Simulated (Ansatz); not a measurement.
Steps of a relaxation of C3H4FInO, SMILES `C#C[O][In]([CH3])[F]` with RKS PBE0-D4/def2-TZVP.

```sh
$ ansatz run in.yaml --threads 4 --pin off --events-out ev --progress --plain --max-ram 10444MiB
```

```yaml
crystal:
  periodic: [false, false, false]
  atoms:
    - {symbol: C, position_ang: [-1.976580, 1.239030, 2.674920]}
    - {symbol: C, position_ang: [-1.540900, 0.511830, 1.815110]}
    - {symbol: O, position_ang: [-1.110380, -0.273450, 0.925030]}
    - {symbol: In, position_ang: [0.462050, 0.169250, -0.375090]}
    - {symbol: C, position_ang: [1.273660, -1.220180, -1.965220]}
    - {symbol: F, position_ang: [1.148170, 2.004570, 0.031860]}
    - {symbol: H, position_ang: [-2.416160, 1.795430, 3.444820]}
    - {symbol: H, position_ang: [0.636720, -1.117520, -2.835720]}
    - {symbol: H, position_ang: [2.285040, -0.887400, -2.161570]}
    - {symbol: H, position_ang: [1.238370, -2.221550, -1.554140]}
basis:
  gaussian: {orbitals: def2-TZVP}
hamiltonian: {xc: pbe0, dispersion: d4}
relax: {f_tol: 0.005, max_steps: 150}
```

Positions (Å) and forces (eV/Å) along the path, 14 of 31 steps:

```xyz
10
step=1 energy=-13107.4551 eV
C    -1.977    1.239    2.675    0.273   -0.576   -0.606
C    -1.541    0.512    1.815   -0.403    0.688    0.803
O    -1.110   -0.273    0.925    0.981   -0.375   -1.198
In    0.462    0.169   -0.375    0.265    0.124   -0.175
C     1.274   -1.220   -1.965   -0.556    0.885    1.077
F     1.148    2.005    0.032   -0.404   -1.071   -0.239
H    -2.416    1.795    3.445   -0.208    0.411    0.447
H     0.637   -1.118   -2.836   -0.085    0.012   -0.098
H     2.285   -0.887   -2.162    0.136    0.032   -0.036
H     1.238   -2.222   -1.554    0.000   -0.129    0.024
10
step=2 energy=-13107.6209 eV
C    -1.930    1.195    2.598    0.023   -0.233   -0.153
C    -1.485    0.477    1.739   -0.241    0.304    0.409
O    -1.037   -0.304    0.839    0.311   -0.134   -0.393
In    0.495    0.141   -0.416   -0.287    0.556    0.686
C     1.214   -1.154   -1.858    0.084   -0.125   -0.129
F     1.155    1.926   -0.020   -0.078   -0.097    0.005
H    -2.378    1.757    3.376    0.006    0.132    0.068
H     0.558   -1.041   -2.717    0.089   -0.163   -0.187
H     2.228   -0.833   -2.081    0.056   -0.137   -0.174
H     1.181   -2.164   -1.460    0.038   -0.103   -0.134
10
step=4 energy=-13107.6599 eV
C    -1.951    1.193    2.618   -0.068   -0.086    0.024
C    -1.490    0.492    1.756    0.004    0.015    0.000
O    -1.018   -0.273    0.844    0.014    0.014   -0.005
In    0.507    0.180   -0.398    0.033   -0.001   -0.016
C     1.219   -1.162   -1.871    0.003    0.010   -0.014
F     1.135    1.965    0.018   -0.008    0.000    0.004
H    -2.404    1.755    3.397    0.044    0.052   -0.018
H     0.581   -1.081   -2.750   -0.004   -0.001    0.000
H     2.241   -0.890   -2.131   -0.009    0.000    0.007
H     1.180   -2.178   -1.484   -0.010   -0.001    0.017
10
step=6 energy=-13107.6632 eV
C    -1.973    1.151    2.614    0.014    0.025   -0.005
C    -1.472    0.483    1.748   -0.036   -0.056    0.025
O    -0.975   -0.273    0.843    0.021    0.031   -0.015
In    0.538    0.213   -0.404   -0.001   -0.007   -0.002
C     1.210   -1.160   -1.865   -0.005    0.004   -0.005
F     1.136    2.004    0.021    0.003    0.006   -0.001
H    -2.407    1.750    3.376   -0.001    0.004    0.000
H     0.571   -1.072   -2.743    0.000    0.000    0.001
H     2.239   -0.930   -2.132    0.005    0.002    0.003
H     1.134   -2.166   -1.457    0.001   -0.009    0.000
10
step=9 energy=-13107.6636 eV
C    -1.971    1.152    2.616   -0.004    0.004    0.006
C    -1.474    0.477    1.752   -0.003    0.001    0.002
O    -0.974   -0.271    0.843    0.002   -0.006   -0.004
In    0.537    0.215   -0.406    0.002    0.001   -0.004
C     1.210   -1.161   -1.864   -0.001    0.000    0.000
F     1.133    2.010    0.009    0.000   -0.001    0.000
H    -2.407    1.748    3.379    0.001    0.001   -0.001
H     0.578   -1.065   -2.747    0.001    0.000   -0.001
H     2.243   -0.937   -2.122    0.001    0.000    0.001
H     1.124   -2.167   -1.460    0.000    0.000   -0.001
10
step=10 energy=-13107.6636 eV
C    -1.970    1.148    2.618    0.000   -0.001    0.001
C    -1.466    0.475    1.757   -0.008    0.004    0.007
O    -0.959   -0.274    0.852    0.006   -0.004   -0.007
In    0.538    0.221   -0.411   -0.005   -0.006    0.004
C     1.208   -1.162   -1.863    0.006   -0.004   -0.010
F     1.120    2.022   -0.007    0.000   -0.001   -0.002
H    -2.412    1.744    3.378    0.002    0.001    0.000
H     0.594   -1.050   -2.757    0.010    0.000    0.011
H     2.250   -0.956   -2.102   -0.013   -0.006    0.000
H     1.097   -2.169   -1.465    0.001    0.016   -0.003
10
step=12 energy=-13107.6637 eV
C    -1.966    1.149    2.622    0.001   -0.005   -0.002
C    -1.465    0.472    1.762   -0.006    0.009    0.006
O    -0.960   -0.279    0.857    0.006   -0.002   -0.005
In    0.530    0.218   -0.412    0.004    0.002    0.002
C     1.211   -1.161   -1.863    0.001   -0.010   -0.009
F     1.103    2.026   -0.023   -0.003   -0.002    0.001
H    -2.406    1.747    3.380    0.002    0.001   -0.001
H     0.614   -1.035   -2.766    0.008   -0.005    0.008
H     2.259   -0.968   -2.083   -0.015    0.000    0.007
H     1.079   -2.170   -1.474    0.002    0.013   -0.008
10
step=15 energy=-13107.6638 eV
C    -1.958    1.148    2.627   -0.004   -0.001    0.006
C    -1.459    0.468    1.769    0.001    0.002   -0.004
O    -0.954   -0.285    0.866    0.000   -0.002    0.001
In    0.521    0.220   -0.419    0.001   -0.002    0.000
C     1.212   -1.162   -1.862    0.006   -0.011   -0.018
F     1.071    2.039   -0.048   -0.001    0.000   -0.001
H    -2.397    1.747    3.385    0.001    0.001   -0.001
H     0.651   -1.012   -2.785    0.015   -0.003    0.021
H     2.272   -0.992   -2.043   -0.022   -0.005    0.002
H     1.043   -2.172   -1.489    0.003    0.021   -0.006
10
step=19 energy=-13107.6640 eV
C    -1.948    1.141    2.640    0.003   -0.004   -0.003
C    -1.445    0.463    1.782   -0.002    0.002    0.001
O    -0.936   -0.292    0.882    0.001    0.003    0.001
In    0.506    0.227   -0.433    0.002    0.006    0.005
C     1.214   -1.165   -1.860    0.003   -0.003   -0.008
F     1.014    2.066   -0.105   -0.003   -0.008   -0.002
H    -2.389    1.742    3.396    0.000    0.001    0.000
H     0.724   -0.965   -2.813    0.004   -0.002    0.008
H     2.290   -1.048   -1.970   -0.009   -0.002    0.002
H     0.969   -2.169   -1.520    0.002    0.009   -0.002
10
step=21 energy=-13107.6641 eV rejected
C    -1.940    1.138    2.647   -0.002    0.005    0.005
C    -1.433    0.458    1.793    0.002   -0.005   -0.004
O    -0.920   -0.300    0.898   -0.001    0.001   -0.002
In    0.494    0.230   -0.443    0.012    0.003    0.008
C     1.215   -1.165   -1.859    0.008   -0.012   -0.034
F     0.971    2.082   -0.142   -0.004   -0.003   -0.003
H    -2.383    1.742    3.399    0.000   -0.001    0.000
H     0.778   -0.932   -2.831    0.024   -0.017    0.043
H     2.300   -1.087   -1.917   -0.050   -0.004    0.004
H     0.918   -2.165   -1.546    0.012    0.033   -0.016
10
step=26 energy=-13107.6642 eV
C    -1.932    1.134    2.654    0.002    0.002    0.000
C    -1.421    0.453    1.803   -0.003   -0.001    0.002
O    -0.903   -0.305    0.912    0.006    0.002   -0.005
In    0.488    0.235   -0.451   -0.001    0.002    0.005
C     1.215   -1.166   -1.857    0.012   -0.014   -0.019
F     0.928    2.101   -0.181   -0.002   -0.005   -0.001
H    -2.379    1.739    3.403    0.000   -0.001    0.000
H     0.834   -0.902   -2.844    0.014   -0.011    0.031
H     2.304   -1.131   -1.865   -0.038   -0.002   -0.001
H     0.867   -2.158   -1.574    0.011    0.027   -0.011
10
step=27 energy=-13107.6643 eV
C    -1.932    1.134    2.654    0.000    0.004    0.002
C    -1.421    0.453    1.803   -0.003   -0.001    0.002
O    -0.902   -0.305    0.912    0.007    0.002   -0.006
In    0.488    0.236   -0.450   -0.006   -0.003    0.002
C     1.215   -1.166   -1.857    0.005   -0.006    0.001
F     0.927    2.102   -0.182    0.000   -0.002   -0.001
H    -2.379    1.738    3.403    0.000   -0.001    0.000
H     0.835   -0.902   -2.844    0.004   -0.001    0.006
H     2.303   -1.132   -1.864   -0.010   -0.001   -0.002
H     0.866   -2.158   -1.575    0.003    0.010   -0.003
10
step=30 energy=-13107.6636 eV rejected
C    -1.917    1.131    2.669   -0.008   -0.002    0.006
C    -1.407    0.449    1.819    0.009    0.001   -0.009
O    -0.886   -0.310    0.929    0.003    0.001   -0.005
In    0.467    0.240   -0.468    0.002    0.022    0.018
C     1.218   -1.168   -1.855    0.043   -0.038   -0.088
F     0.859    2.124   -0.245   -0.006   -0.024   -0.004
H    -2.368    1.733    3.418    0.003    0.001   -0.002
H     0.931   -0.856   -2.863    0.039   -0.048    0.124
H     2.308   -1.195   -1.778   -0.132   -0.004   -0.011
H     0.794   -2.147   -1.626    0.046    0.091   -0.027
10
step=31 energy=-13107.6643 eV
C    -1.927    1.133    2.658   -0.001   -0.001    0.001
C    -1.417    0.452    1.808    0.001    0.001   -0.001
O    -0.898   -0.306    0.917    0.000    0.000    0.000
In    0.482    0.236   -0.455    0.000    0.001    0.001
C     1.216   -1.167   -1.856    0.001   -0.001   -0.002
F     0.907    2.108   -0.201    0.000   -0.001    0.000
H    -2.376    1.737    3.408    0.001    0.001    0.000
H     0.863   -0.888   -2.849    0.001    0.000    0.002
H     2.304   -1.150   -1.839   -0.002    0.000    0.001
H     0.846   -2.155   -1.590    0.000    0.001    0.000
```

Hardware: 4 threads of an Arm Neoverse V1 on a shared host. Wall time 2.5 min, peak host memory 0.67 GiB.
